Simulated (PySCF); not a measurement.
In(H)2(iPr) (C3H9In), SMILES C[CH](C)[InH2].

Coordinates come from a B3LYP-D3(BJ)/def2-SVP optimisation. The structure was generated by enumeration; whether it is a known compound was not checked. The def2 effective core potentials stand for the cores of In; spin–orbit coupling is left out.

Level of theory: B3LYP/def2-TZVP in PySCF.

The molecule is in vacuum.

- total energy = -309.95035 hartree
- point group = Cs
- highest occupied level = -6.58 eV
- lowest empty level = -1.91 eV
- orbital gap = 4.67 eV
- dipole moment = 0.85 D
- quadrupole, principal values (traceless, Buckingham form, about the centre of nuclear charge) = -4.00, -3.89, 7.89 D·Å
- mean static polarisability = 79.2 bohr³ (11.74 Å³)
- polarisability, principal values = 58.7, 80.8, 98.1 bohr³
